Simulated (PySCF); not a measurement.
## Broadened absorption spectrum of C6H9NSi

Species: C₆H₉NSi.
Numbering: `[cH:1]1[cH:2][cH:3][n:4]([C@H:5]2[CH2:6][SiH2:7]2)[cH:8]1` (hydrogens: H9 on C1; H10 on C2; H11 on C3; H12 on C5; H13, H14 on C6; H15, H16 on Si7; H17 on C8)

Method: TDDFT PBE0/def2-SVPD, vertical, gas phase, core orbitals frozen in the response (PySCF). One conformer (not necessarily the lowest) at the GFN2-xTB geometry, without solvent, vibrations or thermal averaging. Torsions of this conformer, `[cH:1]1[cH:2][cH:3][n:4]([C@H:5]2[CH2:6][SiH2:7]2)[cH:8]1`: C3–N4–C5–C6 144°.

Broadening: Gaussians 0.5 eV wide at half height, area fixed by f = 4.319×10⁻⁹ ∫ε dν̃. The cross-section is σ = 3.8235×10⁻²¹ ε cm², given in Mb (10⁻¹⁸ cm²). The width is an assumption, not a result. The curve ends short of the highest state used, and states not computed would add to its high-energy end.

E (eV), σ (Mb) and a bar:
```
     4.22       0.01 
     4.26       0.02 
     4.30       0.04 
     4.34       0.09 
     4.38       0.16 
     4.42       0.28 
     4.47       0.57 
     4.51       0.95 #
     4.55       1.53 #
     4.59       2.40 ##
     4.63       3.64 ###
     4.67       5.33 ####
     4.71       7.56 ######
     4.75      10.37 ########
     4.79      13.76 ###########
     4.83      17.64 ##############
     4.87      21.87 #################
     4.91      26.20 ####################
     4.95      30.34 ########################
     4.99      33.95 ##########################
     5.03      36.71 ############################
     5.07      38.35 ##############################
     5.11      38.71 ##############################
     5.15      37.76 #############################
     5.19      35.59 ############################
     5.23      32.43 #########################
     5.27      28.59 ######################
     5.31      24.41 ###################
     5.35      20.22 ################
     5.39      16.31 #############
     5.43      12.89 ##########
     5.47      10.09 ########
     5.51       7.94 ######
     5.55       6.43 #####
     5.59       5.51 ####
     5.64       5.09 ####
```

(1) Where are the band maxima, and which computed states make them?

(2) Coming from long wavelengths, where does ε first pass 100 L mol⁻¹ cm⁻¹?

(3) On this curve, what absorbance would a 10⁻⁵ mol/L sample give at 222 nm over a 1 cm path?

Results:

(1) 243 nm (5.10 eV), ε about 10000, made up of S2 (94%) (ε in L mol⁻¹ cm⁻¹; maxima over ε = 5, shares over 10%). The states used: S1 4.97 eV (f 0.014); S2 5.11 eV (f 0.176); S3 5.65 eV (f 0.0005); S4 5.70 eV (f 0.0095); S5 5.98 eV (f 0.0047); S6 5.99 eV (f 0.0005); S7 6.12 eV (f 0.071); S8 6.24 eV (f 0.025).

(2) At about 279 nm (4.44 eV), 0.53 eV below S1.

(3) 222 nm is 5.585 eV, where ε is about 1500 L mol⁻¹ cm⁻¹, so A = ε c l ≈ 0.015 (Beer–Lambert, with the gas-phase spectrum and the assumed width).

Hardware: Arm Neoverse N1, one thread, no GPU, shared host with 64 logical CPUs at a one-minute load of 59. Cost: 1.7 min wall (grids of density and orbitals included), 1.0 GiB resident at most.
